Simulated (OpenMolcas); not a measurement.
An OpenMolcas run meant for V2+ (ANO-RCC-VDZP, DKH2; inactive shells 1s 2s 2p 3s 3p; intended active space 3 electrons in 5 orbitals (3d)). One step of its input:

```
&RASSCF
FileOrb=start.orb
Symmetry=1
Spin=4
nActEl=3 0 0
Inactive=3 6
Ras2=5 0
CIRoot=10 10 1
SDav=10
CIMx=300
Iter=3 100
PrWF=0.3
OrbListing=Nothing
MaxOrb=0
Atom
>>> COPY $Project.JobIph JOB001
```

Lines from the output:

```
...
      sym 1:   0.939618   1.000000   0.060382   0.939618   0.060382
      Natural orbitals and occupation numbers for root  2
      sym 1:   0.951295   1.000000   0.951295   0.048705   0.048705
      Natural orbitals and occupation numbers for root  3
      sym 1:   0.178471   1.000000   0.178471   0.821529   0.821529
::    RASSCF root number  1 Total energy:   -947.41163507
::    RASSCF root number  2 Total energy:   -947.41163507
::    RASSCF root number  3 Total energy:   -947.41163507
::    RASSCF root number  4 Total energy:   -947.41163507
::    RASSCF root number  5 Total energy:   -947.41163507
::    RASSCF root number  6 Total energy:   -947.41163507
::    RASSCF root number  7 Total energy:   -947.41163507
::    RASSCF root number  8 Total energy:   -947.34296310
::    RASSCF root number  9 Total energy:   -947.34296310
::    RASSCF root number 10 Total energy:   -947.34296310
                  YZ= -5.2319E-01              ZZ= -8.5541E-01
--
  Molden files will not be produced
      Average orbitals are written to the RASORB file
--- Stop Module: rasscf at  /rc=_RC_NOT_CONVERGED_ ---
.#######################.
.# Convergence problem #.
.#######################.
```

Q: What is wrong with the input?

A: The iteration limit is far too low, so the equations stop before they converge.
